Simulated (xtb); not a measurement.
F$_{4}$MoO, charge +1, doublet, at a GFN2-xTB geometry (such geometries of metal compounds can be far from the true shape) (the multiplicity is a formal guess), atoms displaced at random by about 0.02 Å a coordinate; GFN1-xTB run with xtb.

xtb was given this input:
```
$ xtb mol.xyz --gfn 1 --chrg 1 --uhf 1 --opt tight --json

# file mol.xyz
6

Mo     0.05599686    -0.02287879     0.04949312
O      1.18993007    -0.64277609     1.12406284
F     -1.13376036     0.66148120    -1.10062393
F      0.03395394     1.54459160     0.76240405
F      1.05525207    -0.28303395    -1.34284430
F     -1.14569874    -1.15158452     0.45006697
```

Task: Write the output that xtb gives for this input, abridged.

Result: 
```
   ID    Z sym.   atoms
    1   42 Mo     1
    2    8 O      2
    3    9 F      3-6

           -------------------------------------------------
          |                Calculation Setup                |
           -------------------------------------------------

           -------------------------------------------------
          |                 G F N 1 - x T B                 |
           -------------------------------------------------

          ...................................................
          :                      SETUP                      :
          :.................................................:
          :  # basis functions                  30          :
          :  # atomic orbitals                  29          :
          :  # shells                           13          :
          :  # electrons                        39          :
          :  # halogen bonds                     0          :
          :  max. iterations                   250          :
          :  Hamiltonian                  GFN1-xTB          :
          :  restarted?                      false          :
          :  GBSA solvation                  false          :
          :  PC potential                    false          :
          :  electronic temp.          300.0000000     K    :
          :  accuracy                    1.0000000          :
          :  -> integral cutoff          0.2500000E+02      :
          :  -> integral neglect         0.1000000E-07      :
          :  -> SCF convergence          0.1000000E-05 Eh   :
          :  -> wf. convergence          0.2000000E-04 e    :
          :  Broyden damping             0.4000000          :
          :  net charge                          1          :
          :  unpaired electrons                  1          :
          ...................................................

 iter      E             dE          RMSdq      gap      omega  full diag
   1    -26.7828333 -0.267828E+02  0.124E+01    9.14       0.0  T
   2    -26.7506865  0.321468E-01  0.636E+00    6.75       1.0  T
   3    -26.4955254  0.255161E+00  0.655E+00    4.45       1.0  T
   4    -26.9250404 -0.429515E+00  0.297E+00    6.74       1.0  T
   5    -26.9187864  0.625395E-02  0.229E+00    6.51       1.0  T
   6    -26.8279644  0.908220E-01  0.307E+00    6.49       1.0  T
   7    -26.9540007 -0.126036E+00  0.108E+00    6.76       1.0  T
   8    -26.9519705  0.203016E-02  0.114E+00    6.78       1.0  T
   9    -26.9579698 -0.599929E-02  0.873E-01    6.79       1.0  T
  10    -26.9485124  0.945740E-02  0.127E+00    6.75       1.0  T
  11    -26.9623181 -0.138056E-01  0.621E-01    6.81       1.0  T
  12    -26.9653988 -0.308075E-02  0.347E-01    6.81       1.0  T
  13    -26.9665658 -0.116702E-02  0.180E-01    6.82       1.0  T
  14    -26.9667005 -0.134644E-03  0.146E-01    6.81       1.0  T
  15    -26.9669764 -0.275983E-03  0.697E-03    6.81       5.9  T
  16    -26.9669736  0.279996E-05  0.163E-02    6.81       2.5  T
  17    -26.9669766 -0.291230E-05  0.616E-03    6.81       6.6  T
  18    -26.9669770 -0.439705E-06  0.188E-03    6.81      21.7  T
  19    -26.9669770 -0.452608E-07  0.833E-05    6.81     490.3  T
  20    -26.9669770 -0.681695E-10  0.308E-05    6.81    1325.2  T

   *** convergence criteria satisfied after 20 iterations ***

         :::::::::::::::::::::::::::::::::::::::::::::::::::::
         ::                     SUMMARY                     ::
         :::::::::::::::::::::::::::::::::::::::::::::::::::::
         :: total energy             -26.900648962606 Eh    ::
         :: gradient norm              0.019647499248 Eh/a0 ::
         :: HOMO-LUMO gap              6.813790866844 eV    ::
         ::.................................................::
         :: SCC energy               -26.966977038543 Eh    ::
         :: -> electrostatic           0.416302642650 Eh    ::
         :: repulsion energy           0.067951389117 Eh    ::
         :: dispersion energy         -0.001623313180 Eh    ::
         :: halogen bond corr.         0.000000000000 Eh    ::
         :: add. restraining           0.000000000000 Eh    ::
         :: total charge               1.000000000055 e     ::
         :::::::::::::::::::::::::::::::::::::::::::::::::::::

      -----------------------------------------------------------
     |                   =====================                   |
     |                        A N C O P T                        |
     |                   =====================                   |
     |               Approximate Normal Coordinate               |
     |                Rational Function Optimizer                |
      -----------------------------------------------------------
      -----------------------------------------------------------
     |                   =====================                   |
     |                        A N C O P T                        |
     |                   =====================                   |
     |               Approximate Normal Coordinate               |
     |                Rational Function Optimizer                |
      -----------------------------------------------------------

          ...................................................
          :                      SETUP                      :
          :.................................................:
          :   optimization level             tight          :
          :   max. optcycles                   200          :
          :   ANC micro-cycles                  20          :
          :   degrees of freedom                12          :
          :.................................................:
          :   RF solver                   davidson          :
          :   write xtbopt.log                true          :
          :   linear?                        false          :
          :   energy convergence         0.1000000E-05 Eh   :
[...]
 * total energy  :   -26.9006490 Eh     change       -0.1072209E-10 Eh
 * total energy  :   -26.9009787 Eh     change       -0.3297662E-03 Eh
 * total energy  :   -26.9011377 Eh     change       -0.1589478E-03 Eh
 * total energy  :   -26.9011480 Eh     change       -0.1036439E-04 Eh
 * total energy  :   -26.9011572 Eh     change       -0.9110356E-05 Eh
 * total energy  :   -26.9011595 Eh     change       -0.2384758E-05 Eh
 * total energy  :   -26.9011599 Eh     change       -0.4027294E-06 Eh
   *** GEOMETRY OPTIMIZATION CONVERGED AFTER 7 ITERATIONS ***
[...]
          :  restarted?                      false          :
          :  GBSA solvation                  false          :
          :  PC potential                    false          :
          :  electronic temp.          300.0000000     K    :
          :  accuracy                    1.0000000          :
          :  -> integral cutoff          0.2500000E+02      :
          :  -> integral neglect         0.1000000E-07      :
          :  -> SCF convergence          0.1000000E-05 Eh   :
          :  -> wf. convergence          0.2000000E-04 e    :
          :  Broyden damping             0.4000000          :
          :  net charge                          1          :
          :  unpaired electrons                  1          :
          ...................................................

 iter      E             dE          RMSdq      gap      omega  full diag
   1    -26.9703642 -0.269704E+02  0.327E-06    6.94       0.0  T
   2    -26.9703642  0.400036E-11  0.171E-05    6.94    2386.0  T
   3    -26.9703642 -0.404299E-11  0.213E-06    6.94   19195.1  T

   *** convergence criteria satisfied after 3 iterations ***

         :::::::::::::::::::::::::::::::::::::::::::::::::::::
         ::                     SUMMARY                     ::
         :::::::::::::::::::::::::::::::::::::::::::::::::::::
         :: total energy             -26.901159938817 Eh    ::
         :: gradient norm              0.000227400430 Eh/a0 ::
         :: HOMO-LUMO gap              6.935043280394 eV    ::
         ::.................................................::
         :: SCC energy               -26.970364228736 Eh    ::
         :: -> electrostatic           0.416165317266 Eh    ::
         :: repulsion energy           0.070829039425 Eh    ::
         :: dispersion energy         -0.001624749506 Eh    ::
         :: halogen bond corr.         0.000000000000 Eh    ::
         :: add. restraining           0.000000000000 Eh    ::
         :: total charge               1.000000000074 e     ::
         :::::::::::::::::::::::::::::::::::::::::::::::::::::

           -------------------------------------------------
          |                Property Printout                |
           -------------------------------------------------

    * Orbital Energies and Occupations

         #    Occupation            Energy/Eh            Energy/eV
      -------------------------------------------------------------
         1        2.0000           -1.1571009             -31.4863
       ...           ...                  ...                  ...
         8        2.0000           -0.8512402             -23.1634
         9        2.0000           -0.8492473             -23.1092
        10        2.0000           -0.8491252             -23.1059
        11        2.0000           -0.8403226             -22.8663
        12        2.0000           -0.8350614             -22.7232
        13        2.0000           -0.8347549             -22.7148
        14        2.0000           -0.8274915             -22.5172
        15        2.0000           -0.8182104             -22.2646
        16        1.9999           -0.8133379             -22.1321
        17        1.9999           -0.8132815             -22.1305
        18        1.8299           -0.8056240             -21.9221
        19        1.7999           -0.8054346             -21.9170
        20        1.3704           -0.8036142             -21.8675 (HOMO)
        21                         -0.5487560             -14.9324 (LUMO)
        22                         -0.5483708             -14.9219
        23                         -0.5156126             -14.0305
        24                         -0.5142945             -13.9947
        25                         -0.3274118              -8.9093
        26                         -0.1754018              -4.7729
        27                         -0.1745790              -4.7505
        28                         -0.1332597              -3.6262
        29                          0.0905782               2.4648
      -------------------------------------------------------------
                  HL-Gap            0.2548582 Eh            6.9350 eV
             Fermi-level           -0.7401517 Eh          -20.1406 eV

  Mulliken/CM5 charges         n(s)   n(p)   n(d)
     1Mo    2.79471  3.59848   0.603  0.997  1.606
     2O    -0.47254 -0.69872   1.723  4.750  0.000
     3F    -0.31639 -0.44370   1.805  5.512  0.000
     4F    -0.33502 -0.48503   1.791  5.544  0.000
     5F    -0.33430 -0.48416   1.791  5.543  0.000
     6F    -0.33646 -0.48687   1.790  5.546  0.000

Wiberg/Mayer (AO) data.
largest (>0.10) Wiberg bond orders for each atom

 ---------------------------------------------------------------------------
     #   Z sym  total        # sym  WBO       # sym  WBO       # sym  WBO
 ---------------------------------------------------------------------------
     1  42 Mo   5.147 --     2 O    1.446     6 F    0.968     4 F    0.964
                             5 F    0.961     3 F    0.807
     2   8 O    1.707 --     1 Mo   1.446     3 F    0.124
     3   9 F    1.010 --     1 Mo   0.807     2 O    0.124
     4   9 F    1.090 --     1 Mo   0.964
     5   9 F    1.088 --     1 Mo   0.961
     6   9 F    1.094 --     1 Mo   0.968
 ---------------------------------------------------------------------------

Topologies differ in total number of bonds
Writing topology from bond orders to xtbtopo.mol

 dipole moment from electron density (au)
     X       Y       Z
  -0.2681   0.1980  -0.3011  total (Debye):    1.141

optimized geometry written to: xtbopt.xyz

           -------------------------------------------------
          | TOTAL ENERGY              -26.901159938817 Eh   |
          | GRADIENT NORM               0.000227400430 Eh/α |
          | HOMO-LUMO GAP               6.935043280394 eV   |
           -------------------------------------------------

normal termination of xtb
```
